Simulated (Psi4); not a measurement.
I₃Sn, charge -1, singlet, at a GFN2-xTB geometry (such geometries of metal compounds can be far from the true shape) (core potentials on I, Sn) (a gas-phase anion, which may not be bound at this level); R2SCAN/def2-SVP in Psi4 1.11.

Input for Psi4:
```
memory 2 GB

molecule {
-1 1
  Sn   -0.01199166   -0.00955401    0.94012760
  I    -1.99356510   -1.58626723   -0.33726525
  I    -0.37409393    2.52761379   -0.27480117
  I     2.37897192   -0.93233334   -0.27484642
}

set basis def2-svp
set basis_guess sto-3g

energy('r2scan')
print_variables()
```

Write the output that Psi4 gives for this input, abridged.


```
  //>>>>>>>>>>>>>>>>>>>>>>>>>>>>>>>>>>>//
  //      Guess SCF, STO-3G Basis      //
  //<<<<<<<<<<<<<<<<<<<<<<<<<<<<<<<<<<<//

   => Loading Basis Set <=

    Name: STO-3G
    Role: ORBITAL
    Keyword: BASIS

         ---------------------------------------------------------
                           SCF Castup computation
         ---------------------------------------------------------
                                   SCF
               by Justin Turney, Rob Parrish, Andy Simmonett
                          and Daniel G. A. Smith
                              RKS Reference
         ---------------------------------------------------------

  ==> Geometry <==

    Molecular point group: c1
    Full point group: C1

    Geometry (in Angstrom), charge = -1, multiplicity = 1:

       Center              X                  Y                   Z               Mass
    ------------   -----------------  -----------------  -----------------  -----------------
         SN          -0.011987325129    -0.009550556434     0.939787691564   119.902201630000
         I           -1.993560765129    -1.586263776434    -0.337605158436   126.904471900000
         I           -0.374089595129     2.527617243566    -0.275141078436   126.904471900000
         I            2.378976254871    -0.932329886434    -0.275186328436   126.904471900000

  Running in c1 symmetry.

  Rotational constants: A =      0.01222  B =      0.01222  C =      0.00679 [cm^-1]
  Rotational constants: A =    366.26553  B =    366.26552  C =    203.69485 [MHz]
  Nuclear repulsion = 2491.817120496335065

  Charge       = -1
  Multiplicity = 1
  Electrons    = 210
  Nalpha       = 105
  Nbeta        = 105

  ==> Algorithm <==

  SCF Algorithm Type is DF.
  DIIS enabled.
  MOM disabled.
  Fractional occupation disabled.
  Guess Type is SAD.
  Energy threshold   = 1.00e-06
  Density threshold  = 1.00e-06
  Integral threshold = 1.00e-12

  ==> Primary Basis <==

  Basis Set: STO-3G
    Blend: STO-3G
    Number of shells: 44
    Number of basis functions: 108
    Number of Cartesian functions: 116
    Spherical Harmonics?: true
    Max angular momentum: 2

  ==> DFT Potential <==

   => LibXC <=

    Version 7.1.2
    S. Lehtola, C. Steigemann, M. J. T. Oliveira, and M. A. L. Marques,  SoftwareX 7, 1–5 (2018) (10.1016/j.softx.2017.11.002)

   => Composite Functional: R2SCAN <=

    r2SCAN Meta-GGA XC Functional  (0.1021/acs.jpclett.0c02405)
    J. W. Furness, A. D. Kaplan, J. Ning, J. P. Perdew, J. Sun  J. Phys. Chem. Lett.  11, 8208–8215, 2020

    Deriv               =              1
    GGA                 =           TRUE
    Meta                =           TRUE

    Exchange Hybrid     =          FALSE
    MP2 Hybrid          =          FALSE

   => Exchange Functionals <=

    1.0000   XC_MGGA_X_R2SCAN

   => Correlation Functionals <=

    1.0000   XC_MGGA_C_R2SCAN

   => LibXC Density Thresholds  <==

    XC_MGGA_C_R2SCAN:  1.00E-15
    XC_MGGA_X_R2SCAN:  1.00E-11

   => Molecular Quadrature <=

    Radial Scheme          =       TREUTLER
    Pruning Scheme         =           NONE
    Nuclear Scheme         =       TREUTLER

    Blocking Scheme        =         OCTREE
    BS radius alpha        =              1
    Pruning alpha          =              1
    Radial Points          =             75
    Spherical Points       =            302
    Total Points           =          76321
    Total Blocks           =            665
    Max Points             =            256
    Max Functions          =             74
    Weights Tolerance      =       1.00E-15

   => Loading Basis Set <=

    Name: (STO-3G AUX)
    Role: JKFIT
    Keyword: DF_BASIS_SCF

  ==> Integral Setup <==

  SCF_SUBTYPE=INCORE selected. In-core MEM_DF algorithm will be used.
  Using in-core AOs.

  ==> MemDFJK: Density-Fitted J/K Matrices <==

    J tasked:                   Yes
    K tasked:                    No
    wK tasked:                   No
    Algorithm:                 Core
    Schwarz Cutoff:           1E-12
    Mask sparsity (%):      41.2037
    Fitting Condition:        1E-10

   => Auxiliary Basis Set <=

  Basis Set: (STO-3G AUX)
    Blend: DEF2-UNIVERSAL-JKFIT
    Number of shells: 184
    Number of basis functions: 872
    Number of Cartesian functions: 1236
    Spherical Harmonics?: true
    Max angular momentum: 5

  Minimum eigenvalue in the overlap matrix is 3.2331751275E-01.
  Reciprocal condition number of the overlap matrix is 1.8310482731E-01.
    Using symmetric orthogonalization.

  ==> Pre-Iterations <==

  SCF Guess: Superposition of Atomic Densities via on-the-fly atomic UHF (no occupation information).

   -------------------------
    Irrep   Nso     Nmo
   -------------------------
     A        108     108
   -------------------------
    Total     108     108
   -------------------------

  ==> Iterations <==

                           Total Energy        Delta E     RMS |[F,P]|

   @DF-RKS iter SAD: -26867.00972830425962   -2.68670e+04   0.00000e+00
   @DF-RKS iter   1: -26871.19898692766947   -4.18926e+00   3.00604e-03 DIIS/ADIIS
   @DF-RKS iter   2: -26871.21485611980461   -1.58692e-02   1.82294e-03 DIIS/ADIIS
   @DF-RKS iter   3: -26871.27924688630810   -6.43908e-02   6.24093e-04 DIIS/ADIIS
   @DF-RKS iter   4: -26871.28680116815303   -7.55428e-03   1.97906e-05 DIIS
   @DF-RKS iter   5: -26871.28681048298677   -9.31483e-06   3.47881e-06 DIIS
   @DF-RKS iter   6: -26871.28681073058760   -2.47601e-07   2.72709e-07 DIIS
  Energy and wave function converged.

  ==> Post-Iterations <==

   Electrons on quadrature grid:
      Ntotal   =  210.0000220833 ; deviation = 2.208e-05

    Orbital Energies [Eh]
    ---------------------

    Doubly Occupied:

[...]
    Virtual:

[...]
    Final Occupation by Irrep:
              A
    DOCC [   105 ]
    NA   [   105 ]
    NB   [   105 ]

  @DF-RKS Final Energy: -26871.28681073058760

   => Energetics <=

    Nuclear Repulsion Energy =           2491.8171204963350647
    One-Electron Energy =              -41597.8923920351080596
    Two-Electron Energy =               12927.1242582543418393
    DFT Exchange-Correlation Energy =    -692.3357974461573576
    Empirical Dispersion Energy =           0.0000000000000000
    VV10 Nonlocal Energy =                  0.0000000000000000
    Total Energy =                     -26871.2868107305876038

Computation Completed

  //>>>>>>>>>>>>>>>>>>>>>>>>>>>>>>>>>>>//
  //               R2SCAN              //
  //<<<<<<<<<<<<<<<<<<<<<<<<<<<<<<<<<<<//

   => Loading Basis Set <=

    Name: DEF2-SVP
    Role: ORBITAL
    Keyword: BASIS

    !!!  WARNING: ECP capability is in beta. Please check occupations closely.  !!!

         ---------------------------------------------------------
                                   SCF
               by Justin Turney, Rob Parrish, Andy Simmonett
                          and Daniel G. A. Smith
                              RKS Reference
         ---------------------------------------------------------

  ==> Geometry <==

    Molecular point group: c1
    Full point group: C1

    Geometry (in Angstrom), charge = -1, multiplicity = 1:

       Center              X                  Y                   Z               Mass
    ------------   -----------------  -----------------  -----------------  -----------------
         SN          -0.011987325129    -0.009550556434     0.939787691564   119.902201630000
         I           -1.993560765129    -1.586263776434    -0.337605158436   126.904471900000
         I           -0.374089595129     2.527617243566    -0.275141078436   126.904471900000
         I            2.378976254871    -0.932329886434    -0.275186328436   126.904471900000

  Running in c1 symmetry.

  Rotational constants: A =      0.01222  B =      0.01222  C =      0.00679 [cm^-1]
  Rotational constants: A =    366.26553  B =    366.26552  C =    203.69485 [MHz]
  Nuclear repulsion =  532.249251743070090

  Charge       = -1
  Multiplicity = 1
  Electrons    = 98
  Nalpha       = 49
  Nbeta        = 49

  ==> Algorithm <==

  SCF Algorithm Type is DF.
  DIIS enabled.
  MOM disabled.
  Fractional occupation disabled.
  Guess Type is SAD.
  Energy threshold   = 1.00e-06
  Density threshold  = 1.00e-06
  Integral threshold = 1.00e-12

  ==> Primary Basis <==

  Basis Set: DEF2-SVP
    Blend: DEF2-SVP
    Number of shells: 40
    Number of basis functions: 104
    Number of Cartesian functions: 112
    Spherical Harmonics?: true
    Max angular momentum: 2

  Core potential: DEF2-SVP
    Number of shells: 16
    Number of ECP primitives: 105
    Number of ECP core electrons: 112
    Max angular momentum: 3

  ==> DFT Potential <==

   => LibXC <=

    Version 7.1.2
    S. Lehtola, C. Steigemann, M. J. T. Oliveira, and M. A. L. Marques,  SoftwareX 7, 1–5 (2018) (10.1016/j.softx.2017.11.002)

   => Composite Functional: R2SCAN <=

    r2SCAN Meta-GGA XC Functional  (0.1021/acs.jpclett.0c02405)
    J. W. Furness, A. D. Kaplan, J. Ning, J. P. Perdew, J. Sun  J. Phys. Chem. Lett.  11, 8208–8215, 2020

    Deriv               =              1
    GGA                 =           TRUE
    Meta                =           TRUE

    Exchange Hybrid     =          FALSE
    MP2 Hybrid          =          FALSE

   => Exchange Functionals <=

    1.0000   XC_MGGA_X_R2SCAN

   => Correlation Functionals <=

    1.0000   XC_MGGA_C_R2SCAN

   => LibXC Density Thresholds  <==

    XC_MGGA_C_R2SCAN:  1.00E-15
    XC_MGGA_X_R2SCAN:  1.00E-11

   => Molecular Quadrature <=

    Radial Scheme          =       TREUTLER
    Pruning Scheme         =           NONE
    Nuclear Scheme         =       TREUTLER

    Blocking Scheme        =         OCTREE
    BS radius alpha        =              1
    Pruning alpha          =              1
    Radial Points          =             75
    Spherical Points       =            302
    Total Points           =          82348
    Total Blocks           =            741
    Max Points             =            256
    Max Functions          =            100
    Weights Tolerance      =       1.00E-15

   => Loading Basis Set <=

    Name: (DEF2-SVP AUX)
    Role: JKFIT
    Keyword: DF_BASIS_SCF

  Computing basis projection from STO-3G to DEF2-SVP

Traceback (most recent call last):
  File "psi4", line 375, in <module>
  File "<string>", line 25, in <module>
  File "site-packages/psi4/driver/driver.py", line 533, in energy
  File "site-packages/psi4/driver/procrouting/proc.py", line 2760, in run_scf
  File "site-packages/psi4/driver/procrouting/proc.py", line 1992, in scf_helper

psi4.driver.p4util.exceptions.ValidationError: Projecting from basis (STO-3G) with (0) ECP electrons to basis (DEF2-SVP) with (112) ECP electrons will be a disaster. Select a compatible cast-up basis with `set guess_basis YOUR_BASIS_HERE`.

Printing out the relevant lines from the Psithon --> Python processed input file:
      I     2.37897192   -0.93233334   -0.27484642
    """)
    core.IO.set_default_namespace("")
    core.set_global_option("BASIS", "def2-svp")
    core.set_global_option("BASIS_GUESS", "sto-3g")
--> energy('r2scan')
    print_variables()

!----------------------------------------------------------------------------------!
!                                                                                  !
!  Projecting from basis (STO-3G) with (0) ECP electrons to basis (DEF2-SVP) with  !
!     (112) ECP electrons will be a disaster. Select a compatible cast-up basis    !
!     with `set guess_basis YOUR_BASIS_HERE`.                                      !
!                                                                                  !
!----------------------------------------------------------------------------------!
```

The program stopped with an error.
